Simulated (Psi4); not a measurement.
Approach curve of the dimer CO ··· H3N (SMILES [C-]#[O+] and N), singlet. Monomers: optimised at B3LYP-D3(BJ) (def2-TZVP), held rigid. Orientation: a higher rigid-body minimum at GFN2-xTB (searched outside a hard wall at short contacts). The monomers approach along the line of their centres of mass (distance R); nothing else relaxes. The shortest distances reach bonding range, where SAPT0 and rigid monomers are unreliable.

Geometry at R = 2.49 Å (first 2 atoms: monomer A):
```
6

C      0.5625     0.0000     0.0000
O     -0.5625     0.0000     0.0000
N      0.9755    -2.1495     0.3696
H      1.0257    -2.6757    -0.4952
H      0.2087    -2.5314     0.9113
H      1.8293    -2.3326     0.8843
```

Levels of theory: SAPT0/jun-cc-pVDZ, frozen core (Psi4); MP2/aug-cc-pVTZ = DF-MP2/aug-cc-pVTZ, frozen core, counterpoise-corrected (Psi4 1.11); PBE/def2-TZVP, counterpoise-corrected (Psi4); PBE0/def2-TZVP, counterpoise-corrected (Psi4); wB97X-D/def2-TZVP, counterpoise-corrected (Psi4); CCSD(T)/aug-cc-pVDZ = DF-CCSD(T)/aug-cc-pVDZ, frozen core, counterpoise-corrected (Psi4).

Cost and agreement with CCSD(T)/aug-cc-pVDZ over the 11 points of the scan, with CCSD(T)/aug-cc-pVDZ as yardstick. Costs are rough ratios of core time within Psi4 on shared cores, each with its mean field (Kohn-Sham runs search longer for lower solutions than correlated ones do); the miss is the largest difference from CCSD(T) of the interaction energy, in kcal/mol.

```
level              relative cost  largest difference
-----------------  -------------  ------------------
SAPT0/jun-cc-pVDZ              1               11.86
MP2/aug-cc-pVTZ                5                3.40
PBE/def2-TZVP                  8               10.85
PBE0/def2-TZVP                 9               10.10
wB97X-D/def2-TZVP              9                7.34
```

Costs within a factor of two of each other count as equal.
